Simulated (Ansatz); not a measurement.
Mulliken charges of `C[SiH2]C=O` from B3LYP/def2-TZVPP in Ansatz (PBE0-D4/def2-TZVP geometry).

| atom | x (Å) | y (Å) | z (Å) | charge (e) |
| --- | --- | --- | --- | --- |
| C1 | -0.937 | -0.566 | -0.936 | -0.375 |
| Si2 | -0.301 | 0.188 | 0.640 | 0.324 |
| C3 | 1.593 | 0.504 | 0.485 | 0.062 |
| O4 | 2.209 | 0.226 | -0.514 | -0.254 |
| H5 | -0.425 | -1.509 | -1.139 | 0.113 |
| H6 | -0.751 | 0.103 | -1.779 | 0.112 |
| H7 | -2.010 | -0.759 | -0.876 | 0.106 |
| H8 | -0.496 | -0.697 | 1.823 | -0.071 |
| H9 | -0.935 | 1.500 | 0.949 | -0.071 |
| H10 | 2.136 | 0.959 | 1.349 | 0.055 |

Task: By hand: the dipole of these point charges (1 e Å = 4.8032 D).

Result: Σ q r = (-0.335, 0.003, 0.176) e Å, of length 0.378 e Å = 1.82 D.

Task: How does the dipole of the full density compare? (Estimate.)

Result: Computed: (-0.350, 0.010, 0.197) e Å, 1.93 D; the point charges give 0.94 times that, at 2° from its direction.

Point charges leave out the atoms' own dipoles, such as those of lone pairs, and Mulliken's split depends on the basis, so the close match here is no proof of good charges.

B3LYP here is the variant with VWN-RPA as its local correlation; programs differ in this.
